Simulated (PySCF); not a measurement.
Molfile (atoms numbered from 1):
```
H10NPSi3
     RDKit          3D

 15 14  0  0  0  0  0  0  0  0999 V2000
    2.5511    0.6927    0.1949 N   0  0  0  0  0  0  0  0  0  0  0  0
    1.4627   -0.5988   -0.1226 Si  0  0  0  0  0  4  0  0  0  0  0  0
   -0.4013   -0.0386    0.9672 P   0  0  0  0  0  0  0  0  0  0  0  0
   -1.0720    1.7543   -0.1608 Si  0  0  0  0  0  4  0  0  0  0  0  0
   -1.7834   -1.6016    0.2172 Si  0  0  0  0  0  4  0  0  0  0  0  0
    2.4993    1.1523    1.0905 H   0  0  0  0  0  0  0  0  0  0  0  0
    3.5100    0.6126   -0.1019 H   0  0  0  0  0  0  0  0  0  0  0  0
    1.3200   -0.6505   -1.5802 H   0  0  0  0  0  0  0  0  0  0  0  0
    1.8425   -1.9285    0.3766 H   0  0  0  0  0  0  0  0  0  0  0  0
   -0.1502    2.8408    0.1631 H   0  0  0  0  0  0  0  0  0  0  0  0
   -2.4219    2.0666    0.3089 H   0  0  0  0  0  0  0  0  0  0  0  0
   -1.1021    1.5394   -1.6104 H   0  0  0  0  0  0  0  0  0  0  0  0
   -1.8085   -1.6982   -1.2455 H   0  0  0  0  0  0  0  0  0  0  0  0
   -3.1177   -1.2602    0.7050 H   0  0  0  0  0  0  0  0  0  0  0  0
   -1.3329   -2.8743    0.7760 H   0  0  0  0  0  0  0  0  0  0  0  0
  1  2  1  0
  2  3  1  0
  3  4  1  0
  3  5  1  0
  1  6  1  0
  1  7  1  0
  2  8  1  0
  2  9  1  0
  4 10  1  0
  4 11  1  0
  4 12  1  0
  5 13  1  0
  5 14  1  0
  5 15  1  0
M  END
```

PySCF 2.14.0 with density-fitted response routines calculation with shieldings: GIAO PBE0/pcSseg-1 and geometry: GFN2-xTB; in vacuum, one conformer, averaged over atoms made equivalent by symmetry, fast rotation or ring inversion, relativity neglected.

Shifts are taken against calculated references (same method and geometry level): TMS for 1H (σ = 31.72 ppm) and 29Si (σ = 349.16 ppm); NH3 for 15N (σ = 267.73 ppm); 31P (σ = 318.38 ppm) vs H3PO4.

```
                  atoms  nucleus  count  Hirshfeld charge  δ (ppm)
                Si4/Si5     29Si      2              0.25    -80.7
                     P3      31P      1             -0.13   -363.0
                     N1      15N      1             -0.32      6.7
                    Si2     29Si      1              0.31        ?
                  H8/H9       1H      2             -0.09     5.18
                  H6/H7       1H      2              0.12     0.06
H10/H11/H12/H13/H14/H15       1H      6             -0.07        ?
```

Q: Estimate the values marked ?.

A: 
- H10/H11/H12/H13/H14/H15: 4.12 ppm, hydrogen on a silicon bonded to P
- Si2: -28.7 ppm, silicon bonded to N, P, 2 H

The OH or NH signal is concentration- and solvent-dependent in practice; the value given is the gas-phase one. Experimental scales use liquid or dissolved standards, which lie at an offset from isolated NH3 (liquid NH3: subtract about 20 ppm) and H3PO4.
